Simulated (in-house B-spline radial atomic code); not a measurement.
Configurations of Nd, with energies counted from [Xe] 4f4 6s2. Method: scalar-relativistic (X2C) RPBE, spin-polarised, spherical fractional occupations, Fermi nucleus of rms radius 4.9123 fm. Calculated with a B-spline radial code for spherical atoms. Shells without spins written out take the highest spin.

Occupations are held fixed; configurations that lie above the ionisation limit could autoionise.

```json
{"configuration": "[Xe] 4f(1 up, 3 down) 6s2", "E - E(ref) (eV)": "1.9009", "highest orbital": "4f up", "its <r> (bohr)": "1.168"}
{"configuration": "[Xe] 4f4 6s1 7p1", "E - E(ref) (eV)": "3.744", "highest orbital": "7p up", "its <r> (bohr)": "12.81"}
{"configuration": "[Xe] 4f4 6s1 7d1", "E - E(ref) (eV)": "4.3929", "highest orbital": "7d up", "its <r> (bohr)": "20.48"}
{"configuration": "[Xe] 4f(1 up, 3 down) 6s(1 up, 0 down) 7s(1 up, 0 down)", "E - E(ref) (eV)": "5.3401", "highest orbital": "7s up", "its <r> (bohr)": "10.36"}
{"configuration": "[Xe] 4f(1 up, 2 down) 6s2 7f(0 up, 1 down)", "E - E(ref) (eV)": "9.9587", "highest orbital": "7f down", "its <r> (bohr)": "37.68"}
{"configuration": "[Kr] 4d10 4f4 5s2 5p5 6s2 7p1", "E - E(ref) (eV)": "23.927", "highest orbital": "7p up", "its <r> (bohr)": "12"}
{"configuration": "[Kr] 4d9 4f5 5s2 5p6 6s2", "E - E(ref) (eV)": "111.27", "highest orbital": "6s down", "its <r> (bohr)": "4.583"}
{"configuration": "[Kr] 4d9 4f4 5s2 5p6 6s2 7f1", "E - E(ref) (eV)": "121.58", "highest orbital": "7f up", "its <r> (bohr)": "37.66"}
```

(1) Order these further configurations by energy, lowest first.
A. [Kr] 4d10 4f4 5s2 5p5 6s2 7d1
B. [Xe] 4f3 6s2 7s1
C. [Xe] 4f(2 up, 2 down) 6s2
D. [Xe] 4f(0 up, 4 down) 6s(1 up, 0 down) 7p(1 up, 0 down)
E. [Xe] 4f(1 up, 2 down) 5d(1 up, 0 down) 6s2

(2) How far above the reference does [Kr] 4d9 4f4 5s2 5p6 6s2 7d1 lie?

(3) How far above the reference does [Xe] 4f3 6s2 7f1 lie?

(4) How far above the reference does [Xe] 4f4 6s1 6d1 lie?

Answers

(1) C (2.54 eV), D (4.0053 eV), E (4.1449 eV), B (6.7215 eV), A (24.62 eV).

(2) 121.06 eV; its least bound orbital is 7d up with <r> = 19.01 bohr.

(3) 8.4997 eV; its least bound orbital is 7f up with <r> = 37.67 bohr.

(4) 3.8442 eV; its least bound orbital is 6d up with <r> = 11.41 bohr.
